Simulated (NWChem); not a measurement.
Species: GaPH4; SMILES [PH2][GaH2]

```xyz
6

Ga     0.0443     0.8534     0.0086
H     -1.3339     1.5732     0.2252
H      1.3583     1.6639    -0.2761
P      0.1027    -1.4558    -0.0942
H     -0.7584    -1.6725     1.0226
H      1.3201    -1.6027     0.6353
```
Atoms are numbered in this order, from 1.

Level: PBE0/def2-SVP (NWChem), optimised geometry, unscaled harmonic frequencies. 

**Question.** List the harmonic frequencies with IR intensities, and the thermochemistry.

**Answer.** 
```json
[
 {"frequency (cm⁻¹)": "225", "IR intensity (km/mol)": "5.0"},
 {"frequency (cm⁻¹)": "355", "IR intensity (km/mol)": "17.0"},
 {"frequency (cm⁻¹)": "370", "IR intensity (km/mol)": "27.9"},
 {"frequency (cm⁻¹)": "444", "IR intensity (km/mol)": "34.3"},
 {"frequency (cm⁻¹)": "629", "IR intensity (km/mol)": "57.6"},
 {"frequency (cm⁻¹)": "679", "IR intensity (km/mol)": "4.1"},
 {"frequency (cm⁻¹)": "745", "IR intensity (km/mol)": "209.2"},
 {"frequency (cm⁻¹)": "1088", "IR intensity (km/mol)": "29.0"},
 {"frequency (cm⁻¹)": "1972", "IR intensity (km/mol)": "134.8"},
 {"frequency (cm⁻¹)": "1980", "IR intensity (km/mol)": "231.2"},
 {"frequency (cm⁻¹)": "2414", "IR intensity (km/mol)": "27.9"},
 {"frequency (cm⁻¹)": "2433", "IR intensity (km/mol)": "40.4"}
]
```

```json
{
  "zero_point_energy": "19.1 kcal/mol",
  "thermal correction to the enthalpy at 298.15 K (with zero-point energy)": "22.6 kcal/mol",
  "heat capacity Cv": "15.1 cal/(mol K)",
  "entropy at 298.15 K and 1 atm (symmetry number 1)": "69.1 cal/(mol K)",
  "dipole_moment": "0.87 D"
}
```

Rigid rotor and harmonic oscillator.
